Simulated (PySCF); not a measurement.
NaF, SMILES [F][Na]. Atoms are numbered in the order given.

```xyz
2

Na     0.0000     0.0000    -0.8710
F      0.0000     0.0000     1.0646
```

The structure is a stationary point at B3LYP-D3(BJ)/def2-TZVPD.

Method: IEF-PCM-B3LYP/def2-TZVPD (PySCF).

The values are the electrostatic part of the solvation free energy, E(continuum) − E(gas) at the gas-phase geometry, in a cavity of scaled van der Waals radii (PySCF's table); cavitation and dispersion terms are not included. A continuum can't describe solvent molecules that bind to the metal. In vacuum the orbital gap is 4.82 eV. The dipole moment in vacuum is 8.02 D.

Q: Estimate the values in water (ε = 78.36), dichloromethane (ε = 8.93), dimethylsulfoxide (ε = 46.83). (The exact figures need the calculation; the answer reports its results.)

A: 
```tsv
solvent	ε	ΔG(elec) (kcal/mol)	dipole (D)	gap (eV)
water	78.36	-21.5	8.74	7.15
dichloromethane	8.93	-18.4	8.66	6.83
dimethylsulfoxide	46.83	-21.2	8.74	7.12
```
